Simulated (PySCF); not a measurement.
Work out the structure from these simulated measurements.

Formula: C3H5ClSe.

* Triplet: lowest triplet excitation (Tamm–Dancoff): 1.65 eV [TDA CAM-B3LYP/def2-SVPD]
* Rotational structure: rotational constants A, B, C: 5.957, 1.051, 0.938 GHz [PBE0-D3(BJ)/def2-SVP]
* 13C NMR: chemical shifts (computed TMS as zero) by class: 320.7 (1 C), 64.2 (1 C), 42.5 (1 C) ppm [GIAO CAM-B3LYP/pcSseg-2]
* Polarisability: 82.1 au [CAM-B3LYP/def2-SVPD]
* Dipole: 1.66 D [CAM-B3LYP/def2-SVPD]
* 1H NMR: chemical shifts (computed TMS as zero) by class: 4.84 (2 H), 3.42 (3 H) ppm [GIAO CAM-B3LYP/pcSseg-2]

Electronic properties: PySCF, gas phase, density fitting. Levels stand in brackets. Geometry: PBE0-D3(BJ)/def2-SVP, one conformer, isolated molecule. Relativistic effects, spin–orbit coupling among them, are left out although an element past zinc is present. Each NMR value is the plain mean over a class of atoms that symmetry, rotation or inversion makes alike.

Q: Give a SMILES that accounts for the data.

A: Numbering: `[CH3:1][C:2](=[Se:3])[CH2:4][Cl:5]`. 3 carbons fall into 3 classes; from least to most shielded: carbon bonded to 2 C and Se [C2] (320.7 ppm), sp3 C–Cl carbon [C4] (64.2 ppm), methyl carbon [C1] (42.5 ppm). Hydrogen classes from least to most shielded: 2 H on an sp3 C–Cl carbon, C4 (4.84 ppm), 3 H on a methyl carbon, C1 (3.42 ppm, a mean of values up to 0.9 ppm apart in this geometry). The optimised geometry has point group C1 and is an asymmetric top. Structure: `CC(=[Se])CCl`. Computed isomers that give other values at the same levels: `C=C(Cl)[Se]C` (rotational constant A: 3.909 GHz; this holds for the one conformer computed). The assignments are read from this structure; whether some other isomer fits the data as well wasn't checked. NMR values of atoms bound to Se lack the spin–orbit term that these neighbours bring.

Conformer computed: `[CH3:1][C:2](=[Se:3])[CH2:4][Cl:5]`: C1–C2–C4–Cl5 -49°.
